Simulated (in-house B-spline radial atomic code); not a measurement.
Ga⁺. Computed with a B-spline radial atomic code. Model: non-relativistic spherical atom: semilocal Troullier-Martins pseudo-atom, one channel per l, against all electrons, high spin, G0W0 and RPA with empty states to l = 8, local potential for every l without a channel, a model core (radius 0 = none) keeps its share of the functional.

What the tables leave out is listed at the end.

The pseudopotential gives back the lowest level of each angular momentum of its own functional in the configuration it was made in; a second state of the same l is only approximately right. Exact exchange, RPA and GW see the smooth pseudo-orbitals and miss the exchange with the core, for which the functional's share stands in. The column with an uncorrelated core keeps all orbitals and exact exchange, and so separates missing core correlation from pseudisation. Only the three outermost levels and the lowest empty one were computed. RPA here is direct RPA, with no exchange kernel, and its energies carry an (l + 1/2)⁻⁴ tail. A hybrid on a potential with a model core restores only its own semilocal share of the core's exchange.

Command:
```bash
python run_psgw.py task.json out
```
Settings (lengths in bohr, energies in hartree):
```
Z                      31
electrons              30
configuration          [Ar] 3d10 4s2
generated_in           [Ar] 3d10 4s2 4p1
functional             pbe,pbe
core_shells            4
radius_factor          1
core_correction        True
ion_configuration      [Ar] 3d10 4s1
```

Time taken, with all properties: 60 s on 1 thread of Arm Neoverse N1, on a shared host.

Given: made with PBE; model core radius 0.306 bohr; local radius 0.768 bohr; mean-field start PBE.

Valence shells of the generating configuration: 3p, 3d, 4s, 4p.

Channel: s 1.917, p 0.565, d 1.596 (radii in bohr).

Computed: largest level miss in the spin-unpolarised generating configuration 0.012 eV; valence RPA correlation energy all-electron orbitals -1.3125 hartree; valence RPA correlation energy pseudo -1.3462 hartree; pseudo-atom RPA polarisability 14.803 bohr³; ionisation by mean-field all-electron 20.427 eV; ionisation by RPA all-electron 20.593 eV; ionisation by RPA pseudo minus all 1.026 eV.

```csv
level,occupied,mean-field all-electron (eV),mean-field pseudo minus all (eV),G0W0 all-electron (eV),G0W0 uncorrelated core minus all (eV),G0W0 pseudo minus all (eV),exchange self-energy all-electron (eV),exchange self-energy pseudo (eV)
4s,1,-16.039,-0.007,-20.482,-0.072,-0.979,-14.318,-14.418
4p (empty),0,-9.0913,-0.025,-6.162,0,0.089,-3.9288,-3.3513
```

(1) What is the ionisation by mean-field pseudo minus all?

(2) What is the all-electron RPA polarisability, core included?

Given: mean-field start PBE0.

Computed: valence RPA correlation energy all-electron orbitals -1.2543 hartree; valence RPA correlation energy pseudo -1.2973 hartree; all-electron RPA polarisability, core included 13.449 bohr³; pseudo-atom RPA polarisability 12.733 bohr³; ionisation by RPA all-electron 20.417 eV; ionisation by RPA pseudo minus all 1.056 eV.

```tsv
level	occupied	mean-field all-electron (eV)	mean-field pseudo minus all (eV)	G0W0 all-electron (eV)	G0W0 uncorrelated core minus all (eV)	G0W0 pseudo minus all (eV)	exchange self-energy all-electron (eV)	exchange self-energy pseudo (eV)
4s	1	-16.922	-0.296	-20.399	-0.067	-1.059	-14.087	-14.738
3d	1	-31.403	0.638	-37.068	0.084	1.618	-57.677	-47.698
4p (empty)	0	-8.2048	0.116	-6.1214	0	0.18	-3.6334	-3.0893
```

(3) What is the ionisation by mean-field pseudo minus all?

(4) What is the ionisation by mean-field all-electron?

Answers

(1) 0.017 eV.

(2) 14.799 bohr³.

(3) 0.361 eV.

(4) 20.095 eV.

Among the listed levels the largest G0W0 shift of the pseudo-atom is +1.62 eV, for 3d on the PBE0 start, while leaving the core uncorrelated moves that level by +0.08 eV. So pseudisation and the lost core exchange, not the missing core correlation, make the error. Not in the tables (levels of low weight, unsolved or above zero; the highest and the empty levels are kept at any weight): on PBE the G0W0 levels 3d (pseudo minus all +1.22 eV, weights 0.74 and 0.66), 3p (pseudo minus all +3.63 eV, weights 0.24 and 0.26); on PBE0 the G0W0 levels 3p (pseudo minus all +3.06 eV, weights 0.44 and 0.48); no Hartree-Fock pseudo-atom is run with a model core.
